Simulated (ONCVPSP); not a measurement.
# Ir: one change to an ONCV potential, before and after

```json
{
 "Element": "iridium (Ir)",
 "Generator": "ONCVPSP 4.0.1",
 "Type": "optimised norm-conserving Vanderbilt (ONCV)",
 "Functional": "LDA (Perdew-Wang 92)",
 "Relativity": "scalar-relativistic",
 "Frozen core": "[Kr] 4d10",
 "Valence charge": "31",
 "Reference configuration": "4f14 5s2 5p6 5d7 6s2",
 "Partial waves": "5s+6s: rc 1.60 bohr, ncon 5, nbas 10, qcut 9 1/bohr, 2 projectors; 5p: rc 1.50 bohr, ncon 3, nbas 6, qcut 11.3 1/bohr, 1 projector; 5d: rc 1.60 bohr, ncon 5, nbas 8, qcut 5.9 1/bohr, 1 projector; 4f: rc 0.65 bohr, ncon 3, nbas 8, qcut 22.5 1/bohr, 2 projectors, debl 2.9 Ha",
 "Local potential": "polynomial inside 0.45 bohr (lpopt 5, dvloc0 0 Ha)",
 "Core correction": "none"
}
```

All-electron outer shells of the reference configuration (LDA (PZ), scalar-relativistic, ld1.x):

| shell | level (eV) | outermost node (bohr) | outermost maximum (bohr) |
| --- | --- | --- | --- |
| 4d | -290.88 | 0.21 | 0.42 |
| 5s | -98.30 | 0.50 | 0.89 |
| 4f | -62.55 | – | 0.39 |
| 5p | -54.92 | 0.54 | 1.01 |
| 5d | -7.36 | 0.59 | 1.31 |
| 6s | -6.59 | 1.17 | 2.38 |

Change: all radii scaled by about 1.11 (s 1.78, p 1.68, d 1.78, f 0.72 bohr); local potential polynomial inside 0.50 bohr (lpopt 5, dvloc0 0 Ha).

Cutoffs: the cutoffs (Ha) at which the residual kinetic energy of the hardest occupied pseudo-wave falls to 1 and 0.1 mHa per electron; they do not see the model core or the augmentation charge, which bear on the density cutoff. Errors are all-electron minus pseudo energies relative to the spin-unpolarised reference configuration.

Task: Predict the effect on cutoff, ghosts and configuration errors.

Result: The potential gets softer (244 Ha and 694 Ha → 226 Ha and 244 Ha); both files keep a bound ghost (d, p, s); the lowest positive-energy flag moves from s at 46.4 eV to s at 133.8 eV; of the 4 tests that both files solve, the error grows in 1 and shrinks in 0 by more than 15 % and 0.3 meV (median size 7.8 → 8.6 meV). A larger radius leaves more room for a smooth pseudo-wave, so fewer plane waves are needed.

| quantity | base | changed |
| --- | --- | --- |
| cutoff, loose | 244 Ha | 226 Ha |
| cutoff, tight | 694 Ha | 244 Ha |
| loose cutoff by channel | s 29 Ha, p 35 Ha, d 17 Ha, f 244 Ha | s 26 Ha, p 28 Ha, d 17 Ha, f 226 Ha |
| bound ghosts | s, p, d | s, p, d |
| GHOST(+) flags under 300 eV | s at 46.4 eV | s at 133.8 eV |
| error for 4f14 5s2 5p6 5d7 6s1, meV [ΔE 10.18 eV] | -3.8 | -4.1 |
| error for 4f14 5s2 5p6 5d7 6s0, meV [ΔE 28.02 eV] | -12 | -13 |
| error for 4f14 5s2 5p6 5d6 6s0, meV [ΔE 58.86 eV] | -14 | -17 |
| error for 4f14 5s2 5p6 5d7.5 6s1.5, meV [ΔE -0.26 eV] | -1.8 | -2.0 |

 A true bound ghost makes a file unfit for plane-wave use even where its test errors are small: the radial tests pick states by their node count and pass the ghost by.
